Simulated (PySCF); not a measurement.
Torsional profile of SMILES C=Cc1cccc[c]1[GeH3], singlet. Scanned: dihedral C1–C2–C3–C4; all other coordinates were relaxed at GFN2-xTB. Points at φ and −φ are mirror images. Heavy atoms are numbered in the order of the SMILES C=Cc1cccc[c]1[GeH3], hydrogens after them in the order of the atoms that carry them; the mirror image has the same energies with the sign of each dihedral reversed.

Methods: RHF/LANL2DZ = restricted Hartree-Fock/LANL2DZ, with its core potentials past Ne // GFN2-xTB (PySCF); RKS-B3LYP/6-31G* = restricted B3LYP/6-31G*, spherical d, density fitting // GFN2-xTB (PySCF 2.14.0); RHF/3-21G = restricted Hartree-Fock/3-21G, density fitting // GFN2-xTB (PySCF).

Energies in eV, each method relative to its own lowest point.

```
φ / °  RHF/LANL2DZ  RKS-B3LYP/6-31G*  RHF/3-21G
-----  -----------  ----------------  ---------
-150         0.107             0.079      0.096
-120         0.107             0.113      0.030
-90          0.111             0.138      0.013
-60          0.050             0.067      0.000
-30          0.000             0.000      0.000
0            0.013             0.004      0.041
30           0.000             0.000      0.000
60           0.050             0.067      0.000
90           0.111             0.138      0.013
120          0.107             0.113      0.030
150          0.107             0.079      0.096
180          0.139             0.092      0.177
```
